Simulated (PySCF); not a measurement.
A structure optimised at TPSSh-D3(BJ)/def2-SVP, used in a PySCF frequency run:

```xyz
5

Ga    -0.3838    -0.8839     0.0000
H     -1.8510    -1.3953     0.0000
Br     0.1235     1.3430     0.0000
O      1.0697    -1.9178     0.0000
H      0.8690    -2.8666     0.0000
```

### Question
Write its SMILES, formula and point group.

### Answer
[OH][GaH][Br], BrGaH₂O, Cs

### Question
What are its rotational constants (standard atomic weights)?

### Answer
14.895, 1.8923, 1.6790 GHz
